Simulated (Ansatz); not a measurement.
Born–Oppenheimer molecular dynamics of C2H2BO (6 atoms, charge 0, multiplicity 2). It starts from a relaxed structure.

All numbers below come from UKS BLYP/6-31G in Ansatz.

* ensemble: NVT, Langevin thermostat
* time step: 0.5 fs
* steps asked: 150
* set temperature: 300 K
* friction: 0.001 /fs
* seed: 927875

First frame:

```xyz
6
Properties=species:S:1:pos:R:3
B -0.077 -2.552 -0.115
C 0.043 -1.194 -0.052
C 0.217 0.130 0.009
O -0.857 1.029 0.031
H 1.203 0.622 0.049
H -0.529 1.966 0.078
```

**Question.** How far do the bonds stretch over the last three quarters of this one trajectory? (Pairs bonded in most of those frames.)

**Answer.** 
```tsv
bond	mean (Å)	spread (Å)	shortest	longest
B1–C2	1.370	0.026	1.32	1.41
C2–C3	1.338	0.022	1.30	1.38
C3–O4	1.402	0.010	1.38	1.42
C3–H5	1.104	0.009	1.09	1.12
O4–H6	0.996	0.017	0.97	1.02
```

Mean temperature of the second half: 195 K. The mean temperature of the second half is 35 % below the set value. A run of 0.075 ps of so small a system gives no equilibrium averages. Limits of this set-up: no polarisation functions.

The run took 7.8 min on 1 thread of Arm Neoverse N1, with other jobs on the host, peak memory 0.11 GiB.
